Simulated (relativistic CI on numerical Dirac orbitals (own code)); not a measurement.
Method of calculation: Dirac-Coulomb-Breit CI, KLI orbitals optimised for each configuration, model QED, unscaled Slater integrals (own radial code, finite nucleus).

Configuration list (outside the closed core [Ar]): 3d10 4s2, 3d10 4s 4p, 3d10 4p2, 3d10 4s 4d, 3d10 4d2, 3d10 4s 4f, 3d10 4p 4d, 3d10 4f2, 3d10 4p 4f, 3d10 4s 5s, 3d10 4d 4f, 3d10 4s 5p, 3d10 4s 5d, 3d10 4s 5f, 3d10 4s 5g, 3d10 4s 6s, 3d10 4s 6p, 3d10 4s 6d, 3d10 4s 6f, 3d10 4s 7s, 3d9 4s2 4p, 3d9 4s2 4d, 3d9 4s2 4f, 3d9 4s2 5s, 3d9 4s2 5p, 3d9 4s2 5d. Double excitations out of closed p, d and f shells are left out; levels of such configurations are missing from the list, as are those of other unlisted configurations, and high levels can miss mixing partners. These lack a partner that the ground configuration has and come out too high: 3d9 4s2 4p, 3d9 4s2 4d, 3d9 4s2 4f, 3d9 4s2 5s, 3d9 4s2 5p.

At this charge energies of transitions that change n are usually good to better than 1 %, and those within a shell (Δn = 0) to a few per cent.

Outline of the computed level scheme of Pd XVII. Lowest level of each configuration: 3d10 4s2 1S_0 at 0.000 eV; 3d10 4s 4p 3P°_0 at 31.332 eV; 3d10 4p2 3P_0 at 73.551 eV; 3d10 4s 4d 3D_1 at 101.434 eV; 3d10 4p 4d 3F°_2 at 134.590 eV; 3d10 4s 4f 3F°_2 at 166.409 eV; 3d10 4s 5s 3S_1 at 188.286 eV; 3d10 4p 4f 1G_4 at 199.967 eV; 3d10 4s 5p 3P°_0 at 205.260 eV.

Some strong electric-dipole decays among the lowest 42 levels: 3d10 4s 5s 1S_0 → 3d10 4s 4p 1P°_1 (2.9e+11 s⁻¹); 3d10 4s 5s 3S_1 → 3d10 4s 4p 3P°_2 (2.1e+11 s⁻¹); 3d10 4s 4f 1F°_3 → 3d10 4s 4d 1D_2 (1.5e+11 s⁻¹); 3d10 4s 4d 1D_2 → 3d10 4s 4p 1P°_1 (1.2e+11 s⁻¹); 3d10 4s 5s 3S_1 → 3d10 4s 4p 3P°_1 (1.1e+11 s⁻¹); 3d10 4p 4d 3D°_1 → 3d10 4p2 3P_0 (1.1e+11 s⁻¹); 3d10 4s 4f 3F°_4 → 3d10 4s 4d 3D_3 (1.1e+11 s⁻¹); 3d10 4s 4f 3F°_3 → 3d10 4s 4d 3D_2 (9.6e+10 s⁻¹).

LS names give the leading component of a level, which can be under half, so a name can repeat, a term be missing and a line seem to break the LS rules.
